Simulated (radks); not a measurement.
Question: Yb3+, configuration [Kr] 4d10 4f13 5s1 5p6 6p1 (not the ground configuration). All-electron calculation, Dirac Kohn-Sham, PBE, spin-unpolarised, spherical densities, finite nucleus; open shells are shared between the two j in proportion to 2j + 1; Fermi nuclear charge, rms radius 5.3108 fm. Program: a radial shooting solver on a logarithmic mesh with Libxc functionals. Some entries of the table are withheld. Estimate them.

| orbital | occ. | eigenvalue (eV) | <r^2> (bohr^2) | r(max) (bohr) |
|---|---|---|---|---|
| 1s1/2 | 2 | -61193.07 | 0.0005300 | 0.01237 |
| 2s1/2 | 2 | -10397.41 | 0.008153 | 0.07077 |
| 2p1/2 | 2 | -9920.459 | 0.005860 | 0.05296 |
| 2p3/2 | 4 | -8873.457 | 0.007072 | 0.05938 |
| 3s1/2 | 2 | -2376.812 | 0.05360 | 0.1997 |
| 3p1/2 | 2 | -2166.050 | 0.04945 | 0.1874 |
| 3p3/2 | 4 | -1943.826 | 0.05620 | 0.2008 |
| 3d3/2 | 4 | -1584.703 | 0.04401 | 0.1581 |
| 3d5/2 | 6 | -1536.151 | 0.04588 | 0.1618 |
| 4s1/2 | 2 | -502.0737 | 0.2687 | 0.4556 |
| 4p1/2 | 2 | -416.7164 | 0.2796 | 0.4568 |
| 4p3/2 | 4 | -366.3572 | 0.3168 | 0.4852 |
| 4d3/2 | 4 | -225.8365 | 0.3541 | (1) |
| 4d5/2 | 6 | -216.6472 | 0.3687 | (2) |
| 5s1/2 | 1 | -93.4415 | 1.543 | 1.058 |
| 5p1/2 | 2 | -69.1573 | 1.893 | 1.143 |
| 5p3/2 | 4 | -62.1127 | 2.171 | 1.223 |
| 4f5/2 | 5.57143 | -45.3679 | 0.6522 | 0.4779 |
| 4f7/2 | 7.42857 | -43.9512 | 0.6757 | 0.4832 |
| 6p1/2 | 0.333333 | -21.6278 | 11.53 | (3) |
| 6p3/2 | 0.666667 | -20.4591 | 12.74 | (4) |

Answer: 
(1) 4d3/2 r(max) (bohr): 0.4858
(2) 4d5/2 r(max) (bohr): 0.4949
(3) 6p1/2 r(max) (bohr): 2.971
(4) 6p3/2 r(max) (bohr): 3.146
